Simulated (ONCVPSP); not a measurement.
## Potentials for B compared

Generated with ld1.x 7.5 (TM, RRKJ, ultrasoft, PAW), atompaw 4.2 or ONCVPSP 4.0.1. The cutoff is in Ry: for ld1.x and atompaw files where the sum of valence levels is converged to 10 mRy in a Bessel basis, for ONCV files where the hardest occupied wave has 1 mHa per electron of residual kinetic energy. The error is the largest all-electron minus pseudo excitation energy over each file’s own four to seven test configurations (ionisations up to +4, promotions, holes and added fractions of an electron), all of which were solved. The labels leave out finer settings (local radius, basis sizes, second energies), which also bear on the numbers. Spin-polarised tests are not counted. The rows are a selection from randomly drawn settings: files with unsolved tests, undetermined cutoffs or missed reference levels are left out.

A true bound ghost makes a file unfit for plane-wave use even where its test errors are small: the radial tests pick states by their node count and pass the ghost by.

| potential | cutoff (Ry) | largest error (meV) | bound ghosts |
| --- | --- | --- | --- |
| ONCV, PBE, scalar-relativistic, rc 1.60/1.95 (sp), local smoothed, core correction yes, reference 2s2 2p0.5, qcut 4/3.8, projectors 2/3 | 50 | +75 | none |
| ONCV, PBE, scalar-relativistic, rc 1.55/1.95/2.10 (spd), local smoothed, core correction no, reference 2s1.5 2p1.5, qcut 5/4.2/4.3, projectors 2/1/1 | 23 | +180 | none |
| ONCV, revPBE, scalar-relativistic, rc 1.05/1.00/0.85 (spd), local d, core correction yes, reference 2s1, qcut 8/9.9/9.5, projectors 3/3/0 | 26 | +83 | s |
| ONCV, PW91, fully relativistic, rc 1.40/1.30/1.15 (spd), local smoothed, core correction no, reference 2s1, qcut 5.1/6.7/7.1, projectors 2/1/2 | 25 | +68 | none |
| ONCV, PBE, scalar-relativistic, rc 1.50/3.25 (sp), local s, core correction yes, reference 2s2 2p1, qcut 5.6/4.6, projectors 0/1 | 22 | +184 | none |
| ONCV, PBE, scalar-relativistic, rc 1.10/3.30/2.75 (spd), local smoothed, core correction yes, reference 2s2 2p0.5, qcut 7.4/4.4/3.9, projectors 2/3/2 | 24 | +227 | s |

Q: Fill in the row for B: ONCV, PBE, scalar-relativistic, rc 1.30/3.20 (sp), local smoothed, core correction yes, reference 2s2 2p0.5, qcut 6.2/4.8, projectors 2/3.

A: cutoff 26 Ry, largest error +187 meV, bound ghosts: none.

Q: Fill in the row for B: ONCV, PBEsol, scalar-relativistic, rc 1.15/2.95 (sp), local smoothed, core correction no, reference 2s2 2p1, qcut 5.2/4.7, projectors 2/2.

A: cutoff 23 Ry, largest error +242 meV, bound ghosts: none.
